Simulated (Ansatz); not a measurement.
Saddle point of CH$_{5}$BrSi, closed shell (CH₅BrSi ([CH3][SiH2][Br]) → CH₄Si ([CH2][SiH2]) + HBr; bonds formed: Br2–H4; bonds broken: Si1–Br2, C3–H4), PBE0-D4/def2-TZVP structure:

```json
{"atom": "Si1", "x (Å)": "-0.7695", "y (Å)": "-0.0025", "z (Å)": "0.6347"}
{"atom": "Br2", "x (Å)": "-0.2474", "y (Å)": "-1.1623", "z (Å)": "-2.2146"}
{"atom": "C3", "x (Å)": "0.8455", "y (Å)": "0.5239", "z (Å)": "0.3879"}
{"atom": "H4", "x (Å)": "0.4375", "y (Å)": "-0.3228", "z (Å)": "-1.0359"}
{"atom": "H5", "x (Å)": "-1.9333", "y (Å)": "0.8010", "z (Å)": "0.2173"}
{"atom": "H6", "x (Å)": "-1.0896", "y (Å)": "-1.3121", "z (Å)": "1.2320"}
{"atom": "H7", "x (Å)": "1.0670", "y (Å)": "1.5173", "z (Å)": "0.0147"}
{"atom": "H8", "x (Å)": "1.6898", "y (Å)": "-0.0427", "z (Å)": "0.7638"}
```

Energies are electronic, without zero-point energy. Barriers and step energies count from the start structure reached by relaxing down the imaginary mode; all methods use the PBE0-D4 structures, on which another method's saddle can fall below an end. Computed with Ansatz 0.2.0 (basis: def2-TZVPP, with def2-QZVPP for the basis limit); correlated methods freeze the cores. Filled d shells of the heavier atoms are correlated. The def2 sets are not built for correlating such inner shells, so the correlated values are less sure here. B3LYP uses VWN-RPA correlation. Extrapolation: Hartree–Fock as exp(−7.88 √X), correlation as X^−2.97.

```csv
method,barrier (eV),step energy (eV)
SPW92,3.065,3.084
PBE-D4,3.120,3.009
BLYP-D4,?,2.848
r2SCAN-D4,3.345,3.197
B97M-V,3.457,3.178
PBE0-D4,?,3.245
B3LYP-D4,3.312,3.067
r2SCAN0-D4,?,3.350
BHLYP-D4,3.642,3.337
CAM-B3LYP-D4,3.494,3.204
wB97X-V,3.638,3.355
wB97M-V,3.532,3.256
B2PLYP,3.439,3.134
PBE-QIDH,3.617,3.379
RPA on PBE,3.443,3.052
HF,4.052,3.519
MP2,3.520,3.235
CCSD,3.637,3.222
CCSD(T),3.516,3.140
```

Fill in the withheld barriers. (Judge from chemistry; the value comes from the calculation.)

Computed: BLYP-D4 3.055; r2SCAN0-D4 3.536; PBE0-D4 3.413 eV. Each is the energy of the saddle less that of the start structure, by the same method.

For comparison, the barrier by CCSD(T) at an estimated basis limit (MP2 extrapolated from triple and quadruple zeta, plus CCSD(T) − MP2 in triple zeta) is 3.521 eV.

T1 diagnostic: at most 0.012. The restricted Hartree–Fock reference is unstable towards an unrestricted one at one or more of these structures.

Labels in which every atom is bracketed show which atoms are joined, not bond orders.

For scale, one of the runs: CCSD(T)/def2-TZVPP, 191 basis functions (an equivalent command: `ansatz run in.yaml --threads 4`). Hardware: 4 CPU threads, shared host. Wall time 32 s; peak host memory 2 GiB.
